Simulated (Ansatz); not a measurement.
Input (CCSDT(Q)/cc-pVDZ; Ansatz, a quantum-chemistry and plane-wave program):

Ansatz 0.2 input:
```yaml
crystal:
  periodic: [false, false, false]
  atoms:
    - {symbol: F, position_ang: [-1.27789663, -0.58391261, -1.10443001]}
    - {symbol: C, position_ang: [-0.82058045, 0.02613986, -0.01565435]}
    - {symbol: F, position_ang: [-1.31904329, -0.58165604, 1.05619148]}
    - {symbol: F, position_ang: [-1.23886756, 1.28775955, -0.02493781]}
    - {symbol: Br, position_ang: [1.12702143, -0.03590164, 0.02150038]}
basis:
  gaussian:
    orbitals: cc-pVDZ
magnetization: {spin_polarized: false}
correlation: {method: ccsdt_q, electrons: outside_noble_gas}
```

Output:

```
Functional definition: HF
integrals: 0.11 GiB planned
1551 factors; integrals over basis functions are off by at most 1.8e-7 eV
mean field: 0.55 GiB planned
mean field evaluation 1: about -79141.5843 eV, gradient 4.6e1 eV
mean field evaluation 2: about -79142.0025 eV, gradient 4.7e1 eV
mean field evaluation 4: about -79146.3068 eV, gradient 2.6e0 eV
mean field evaluation 8: about -79146.3667 eV, gradient 1.7e-1 eV
mean field evaluation 16: about -79144.0802 eV, gradient 3.1e1 eV
mean field -79146.36678697 eV, -2908.5753320870 hartree, gradient 6.0e-6 eV, S^2 0.000000; 0 other end points of the search recorded, 0 dependent functions left out
18 core orbitals not correlated
reference -79146.36678697 eV, -2908.5753320870 hartree; 16, 16 occupied and 49, 49 virtual orbitals, 1551 factors
second order -21.90932755 eV of doubles, -0.00000000 eV of singles
coupled cluster: 3.29 GiB planned
cycle   1  -21.81440628 eV  change    9.5e-2 eV  update   1.1e-1
cycle   2  -22.52034639 eV  change   -7.1e-1 eV  update   5.6e-2
cycle   3  -22.90531139 eV  change   -3.8e-1 eV  update   2.0e-2
cycle   4  -22.87264796 eV  change    3.3e-2 eV  update   6.3e-3
cycle   5  -22.85516334 eV  change    1.7e-2 eV  update   3.3e-3
cycle   6  -22.85521512 eV  change   -5.2e-5 eV  update   1.1e-3
cycle   7  -22.85665909 eV  change   -1.4e-3 eV  update   4.0e-4
cycle   8  -22.85675330 eV  change   -9.4e-5 eV  update   1.8e-4
cycle   9  -22.85649344 eV  change    2.6e-4 eV  update   5.8e-5
cycle  10  -22.85654020 eV  change   -4.7e-5 eV  update   2.2e-5
cycle  11  -22.85648387 eV  change    5.6e-5 eV  update   8.6e-6
cycle  12  -22.85648048 eV  change    3.4e-6 eV  update   3.9e-6
perturbative correction -0.04911815 eV, -0.0018050589 hartree
Total energy: -79169.27238561 eV, -2909.4170973109 hartree
```
